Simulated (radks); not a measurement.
Q: Radial electron density D(r) = 4 pi r^2 rho(r) of an atom or ion with 30 electrons. Method: Dirac Kohn-Sham, PBE, spin-unpolarised, spherical densities, point nucleus; computed with a radial shooting solver on a logarithmic mesh with Libxc functionals.

r (bohr),D(r) (e/bohr)
0.003012,2.450
0.003923,3.862
0.005108,5.981
0.006651,9.054
0.00866,13.31
0.01128,18.82
0.01468,25.32
0.01912,31.98
0.0249,37.29
0.03242,39.49
0.04221,37.77
0.05497,33.78
0.07157,31.82
0.0932,35.61
0.1214,43.00
0.158,45.45
0.2058,37.42
0.2679,25.96
0.3489,23.10
0.4543,27.68
0.5915,27.44
0.7703,18.88
1.003,9.435
1.306,4.211
1.701,2.164
2.214,1.098
2.883,0.3841
3.755,0.07357
4.889,0.006155
6.366,0.0001767

What is the nuclear charge?

A: Z = 32. The innermost maximum, from 1s, lies near gamma/Z bohr with gamma = sqrt(1 - (Z/c)^2) = 0.972, here 0.0304 bohr (found: 0.0329), and its height grows with Z. The density is that of the germanium ion Ge2+ in [Ar] 3d10 4s2; the configuration itself is not fixed sharply by these data, and Z only to about a unit. D(r) has 3 maxima, at r = 0.0329, 0.148, 0.516 bohr, and minima at 0.0699, 0.325 bohr, inside which lie 2.10, 10.93 electrons.
